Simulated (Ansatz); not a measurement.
Start from `C[SiH2][SiH](O)O` and change one atom or group to get `N[SiH](O)O`.

Ansatz, PBE0-D4/def2-TZVP geometries, multiplicity 1. Each molecule was computed in one conformer, which needn't be the lowest.

| property | `C[SiH2][SiH](O)O` |
| --- | --- |
| LUMO energy (PBE0/def2-TZVPP) / eV | -0.04 |
| HOMO–LUMO gap (PBE0/def2-TZVPP) / eV | 7.67 |
| HOMO energy (B3LYP/def2-TZVPP) / eV | -7.54 |
| size of the dipole moment (B3LYP/def2-TZVPP) / D | 2.25 |
| HOMO energy (PBE/def2-TZVPP) / eV | -6.51 |
| LUMO energy (ωB97M-V/def2-TZVPP) / eV | 1.54 |

(1) What does the change do to each property? (Estimate.)

Results:

(1) The calculation gave: 
```json
{"property": "LUMO energy (PBE0/def2-TZVPP) / eV", "`N[SiH](O)O`": "0.66", "shift": "0.70"}
{"property": "HOMO–LUMO gap (PBE0/def2-TZVPP) / eV", "`N[SiH](O)O`": "8.43", "shift": "0.76"}
{"property": "HOMO energy (B3LYP/def2-TZVPP) / eV", "`N[SiH](O)O`": "-7.53", "shift": "0.01"}
{"property": "size of the dipole moment (B3LYP/def2-TZVPP) / D", "`N[SiH](O)O`": "3.03", "shift": "0.78"}
{"property": "HOMO energy (PBE/def2-TZVPP) / eV", "`N[SiH](O)O`": "-6.29", "shift": "0.22"}
{"property": "LUMO energy (ωB97M-V/def2-TZVPP) / eV", "`N[SiH](O)O`": "2.05", "shift": "0.51"}
```

With PBE0 the HOMO falls by 0.05 eV and the LUMO rises by 0.70 eV, so the gap widens by about 0.75 eV. PBE moves the HOMO by 0.22 eV and ωB97M-V by -0.37 eV. Dipoles are sizes alone; their direction can turn.

B3LYP here is the variant with VWN-RPA as its local correlation; programs differ in this.
